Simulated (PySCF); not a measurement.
## Sr³⁷⁺: ionisation energy

Sr³⁷⁺ 1s1 (2S) → Sr³⁸⁺ (bare nucleus), as a difference of total energies. All numbers are calculated (PySCF 2.14, the spin-free X2C one-electron Hamiltonian (Gaussian nucleus), in an even-tempered Gaussian basis (15 s from 56 bohr⁻², ratio 2.5; 6 p from 85 bohr⁻², ratio 2.7; 3 d from 260 bohr⁻², ratio 2.7; 3 f from 380 bohr⁻², ratio 2.7)). The calculations carry no spin-orbit coupling.

```json
{"method": "UHF", "ionisation energy (eV)": "20039.1", "difference from reference (eV)": "+13.8"}
{"method": "LDA", "ionisation energy (eV)": "19993.8", "difference from reference (eV)": "-31.5"}
{"method": "PBE", "ionisation energy (eV)": "20034.3", "difference from reference (eV)": "+9.0"}
{"method": "PBE0", "ionisation energy (eV)": "20035.5", "difference from reference (eV)": "+10.2"}
{"method": "r2SCAN", "ionisation energy (eV)": "20040.0", "difference from reference (eV)": "+14.7"}
{"method": "BLYP", "ionisation energy (eV)": "20038.2", "difference from reference (eV)": "+12.9"}
{"method": "PBEsol", "ionisation energy (eV)": "20019.5", "difference from reference (eV)": "-5.8"}
```

Reference: 20025.3 eV (theoretical estimate listed by NIST; NIST Atomic Spectra Database, ionization energies).

For one electron Hartree-Fock is exact for this Hamiltonian up to the basis; QED and nuclear recoil make up the gap, and the density functionals add self-interaction.
